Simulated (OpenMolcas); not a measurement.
Ni4+ among 6 point charges of -1 e arranged as a trigonal prism (D3h), 1.73 Å from the ion, with a polar angle of 46.2° against the regular 49.1°.

```yaml
Program: OpenMolcas 26.06
Method: CASSCF
Basis: ANO-RCC-VDZP [5s4p2d1f]
Scalar_Hamiltonian: DKH2, point nucleus
Active_space: 6 electrons in 5 orbitals (3d)
State_averaging: 2S+1 = 5 even, 5 roots; 2S+1 = 3 even, 45 roots; 2S+1 = 1 even, 50 roots
Spin-orbit_coupling: state interaction with AMFI integrals over the reference wave functions
```

Task: What is the spin-free ground state (labels of D3, the rotations of D3h)?

Result: 5E, 2-fold in its orbital part, 100 % from free-ion D terms; it has the highest spin that d6 allows.

Task: Where is the first state of the same spin?

Result: 5A1 at 3700 cm-1 above the ground state.

Task: What are the lowest two levels with spin-orbit coupling?

Result: A 2-fold level E with g = 0.00, 0.00, 12.00, then a 2-fold level 401.9 cm-1 above it. Their leading multiplicities are 5 (100 %) and 5 (100 %).

Task: What is χT at 300 K, and how does it compare with the textbook value?

Result: The lowest level has 2S+1 = 5, for which the spin-only value is χT = S(S+1) / 2 = 3.000 cm3 K/mol (g = 2). The computed 5.169 at 300 K differs by +2.169, through orbital momentum, spin-orbit coupling and any other state in reach.

An orbital doublet at a regular site is open to a Jahn-Teller distortion, which this geometry leaves out. Without dynamic correlation the repulsion within the d shell is too large (B by tens of per cent), so at a given field states of lower spin stand too high. Point charges give a weaker field than real ligands, and real ions of this kind are often low spin; the high spin found here belongs to the model. The ground term spreads over less than 5000 cm-1, several times less than with real ligands, so orbital moments are less quenched and χT lies further from the spin-only value than at real sites. This is an electrostatic model: the charges have no orbitals. An unlabelled pair can be two single states that coincide in this model. No measured value stands beside these numbers.

With an even number of electrons the g values are those of a degenerate or nearly degenerate non-Kramers pair.
